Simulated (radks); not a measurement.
The numbers below are computed, except where a source is named.
Mo24+, 18 electrons, occupied as [Ar]. Level of theory: Dirac Kohn-Sham, exchange-only PBE, spin-unpolarised, spherical densities, finite nucleus; Fermi nuclear charge, rms radius 4.4091 fm (a radial shooting solver on a logarithmic mesh with Libxc functionals).

Unscreened Slater integrals over Kohn-Sham orbitals (cm^-1). Large and small components are both included.

\begin{tabular}{lr}
integral & value \\ \hline
F0(3p3/2,3p3/2) & 519760 \\
F2(3p3/2,3p3/2) & 262040 \\
F0(3p3/2,3p1/2) & 524830 \\
G2(3p3/2,3p1/2) & 263390 \\
F0(3p3/2,3s1/2) & 514420 \\
G1(3p3/2,3s1/2) & 335540 \\
F0(3p3/2,2p3/2) & 690160 \\
F2(3p3/2,2p3/2) & 170240 \\
G0(3p3/2,2p3/2) & 67682 \\
G2(3p3/2,2p3/2) & 73783 \\
F0(3p1/2,3p1/2) & 530110 \\
F0(3p1/2,3s1/2) & 519200 \\
G1(3p1/2,3s1/2) & 335110 \\
F0(3p1/2,2p3/2) & 701930 \\
G2(3p1/2,2p3/2) & 73327 \\
F0(3s1/2,3s1/2) & 510320 \\
F0(3s1/2,2p3/2) & 669920 \\
G1(3s1/2,2p3/2) & 66238 \\
F0(2p3/2,2p3/2) & 1491700 \\
F2(2p3/2,2p3/2) & 709620 \\
\end{tabular}
